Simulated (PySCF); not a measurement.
# Electron correlation in Be (beryllium, neutral)

[He] 2s2, closed-shell 1S. All numbers are calculated (PySCF 2.14, scalar relativity by spin-free X2C-1e, in aug-cc-pVDZ-DK (4s3p2d, 23 functions)). Frozen: 1s2; 2 electrons correlated.

Total MP2 correlation energy: -25.77 mhartree.

Same-spin part 0.00 and opposite-spin part -25.77 mhartree; SCS-MP2 scales them by 1/3 and 6/5 to -30.93 mhartree.

With two correlated electrons CCSD is exact within the correlated space (frozen core and kept virtual orbitals).

| level | correlation energy (mhartree) |
| --- | --- |
| CCSD | -44.50 |

Diagnostics: T1 = 0.019, D1 = 0.0275, largest double amplitude 0.132.

Problem. Is a single reference adequate?

Solution. Mostly. T1 lies below 0.03, but a double amplitude of this size points to a near-degeneracy that CCSD handles and MP2 describes poorly.
